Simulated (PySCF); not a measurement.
A small calculation by hand: chemical shift, span and skew from a shielding tensor

C₃H₃N, SMILES N#CC=C. Atoms are numbered in the order given.

```xyz
7

C     -0.3584    -1.6119     0.0000
C      0.5044    -0.5856     0.0000
C      0.0919     0.7861     0.0000
N     -0.2255     1.9030     0.0000
H     -1.4394    -1.4519     0.0000
H      0.0045    -2.6422     0.0000
H      1.5857    -0.7581     0.0000
```
Charge 0, spin multiplicity 1.

Coordinates come from a B3LYP-D3(BJ)/def2-SVP optimisation.

GIAO shieldings from PBE0/pcSseg-2 run with PySCF, non-relativistic, no solvent. The symmetric part of the tensor of N4 has the principal values -211.0, -200.0, 229.8 ppm. The same nucleus in NH3 has σ = 263.3 ppm at this level (PySCF, at its B3LYP-D3(BJ)/def2-TZVP geometry).

Question: Work out the isotropic shielding, the ¹⁵N shift against NH3, the span and the skew.

Answer: 
σ(iso) = (σ11 + σ22 + σ33)/3 = -60.4 ppm. δ = σ(ref) − σ(iso) = 263.3 − (-60.4) = 323.7 ppm.
Span Ω = σ33 − σ11 = 440.8 ppm. Skew κ = 3(σ(iso) − σ22)/Ω = 0.95. Tumbling in solution averages the tensor to δ; in a static solid the shielding alone would spread this spin-1/2 line over Ω.
